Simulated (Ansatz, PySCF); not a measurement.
Species: sum formula HS2O (charge 0, doublet). It need not be the lowest isomer of its formula. 
Coordinates optimised at B3LYP-D3(BJ)/def2-TZVP (Ansatz, an electronic-structure program):
```xyz
4

S      1.2760     0.2484     0.2598
S     -0.3936    -0.6010    -0.1748
O     -1.6115     0.5309    -0.1755
H     -1.2265     1.3947     0.0453
```
Charge 0, spin multiplicity 2.

Wanted: atomisation energy (electronic, to ground-state atoms), in kcal/mol. Valence correlation only, unless marked. Open shells are spin-unrestricted. Spin-orbit coupling is left out. Non-relativistic unless marked X2C. The coupled-cluster limit lacks core correlation, which all-electron functionals hold. CBS(X,Y): correlation extrapolated as X^-3; Hartree-Fock from the larger set. [CCSD(T)-MP2]/basis is that difference in the basis named.

| level | program | atomisation energy (kcal/mol) | minus last row |
|---|---|---|---|
| HF/cc-pV(T+d)Z | Ansatz | 136.6 | -129.5 |
| PBE-D3(BJ)/def2-TZVPD | Ansatz + dftd3 | 288.1 | 22.0 |
| BLYP-D4/def2-TZVPD | Ansatz + dftd4 | 275.6 | 9.5 |
| revPBE-D4/def2-TZVPD | Ansatz + dftd4 | 276.4 | 10.3 |
| M06-L/def2-TZVPD | PySCF | 267.6 | 1.5 |
| r2SCAN-D3(BJ)/def2-TZVPD | Ansatz + dftd3 | 274.5 | 8.4 |
| PBE0-D3(BJ)/def2-TZVP | Ansatz + dftd3 | 268.2 | 2.1 |
| BHLYP/def2-TZVPD | Ansatz | 239.6 | -26.5 |
| r2SCANh/def2-TZVPD | Ansatz | 267.5 | 1.4 |
| PW6B95-D4/def2-TZVPD | PySCF + dftd4 | 271.0 | 4.9 |
| LC-wPBE/def2-TZVPD | Ansatz | 259.0 | -7.1 |
| B2PLYP-D3(BJ)/def2-TZVPD | Ansatz + dftd3 | 262.7 | -3.4 |
| B2PLYP/def2-TZVPD | Ansatz | 261.0 | -5.1 |
| PBE-QIDH/def2-TZVPD | Ansatz | 259.1 | -7.0 |
| MP2/6-31G* | Ansatz | 219.2 | -46.9 |
| SCS-MP2/6-31G | Ansatz | 127.0 | -139.1 |
| SCS-MP2/cc-pV(T+d)Z | Ansatz | 254.0 | -12.1 |
| CCSD/STO-3G | Ansatz | 175.6 | -90.5 |
| CCSD(T)/cc-pVTZ | Ansatz | 246.3 | -19.8 |
| X2C-CCSD(T)/cc-pVTZ-DK | Ansatz | 245.7 | -20.4 |
| RI-MP2/CBS(cc-pV(T+d)Z,cc-pV(Q+d)Z)+[CCSD(T)-MP2]/cc-pV(T+d)Z | Ansatz | 266.1 | 0.0 |
